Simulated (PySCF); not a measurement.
# Ionisation energy of B⁺ by level of theory

B⁺ [He] 2s2 (1S) → B²⁺ [He] 2s1 (2S), as a difference of total energies. Calculation: PySCF 2.14, in def2-SVP (3s2p1d, 14 functions); no relativity, point nucleus. Correlated levels: valence: 1s2 frozen. The calculations carry no spin-orbit coupling.

```tsv
method	ionisation energy (eV)	error (eV)
UHF	23.260	-1.895
M06-L	24.237	-0.918
MN15	24.389	-0.766
MP2 (valence)	24.154	-1.001
SCS-MP2 (valence)	24.333	-0.822
CCSD (valence)	24.874	-0.281
```

Reference: 25.155 eV (measured; NIST Atomic Spectra Database, ionization energies).

Errors of the correlated levels include the incompleteness of this basis and the frozen core.

With two correlated electrons CCSD is exact in that space.

The coupled-cluster amplitudes are large for B⁺ (T1 above 0.03 or a double amplitude above 0.15), so a single reference is strained.
